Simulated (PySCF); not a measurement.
**Rb₂ at PBE0**

Computed with PBE0; basis Rb x2c-TZVPall; spin-free X2C with a Gaussian nucleus; PySCF 2.14.

For Rb₂, the state is ³Σu⁺ (triplet), unpaired electrons σ ↑↑, a second solution, started from another occupation and the bond length is 5.802 Å. The harmonic wavenumber is 18.1 cm⁻¹ and the force constant is 0.00817 mdyn/Å. The rotational constant Be is 0.01179 cm⁻¹, the anharmonicity ωexe is 0.212 cm⁻¹ and the vibration–rotation constant αe is 0.000136 cm⁻¹. The energy of the minimum from ground-state Rb + Rb is -0.036 eV and the bond order (Mayer) is 0.35.

Spin–orbit coupling is left out.
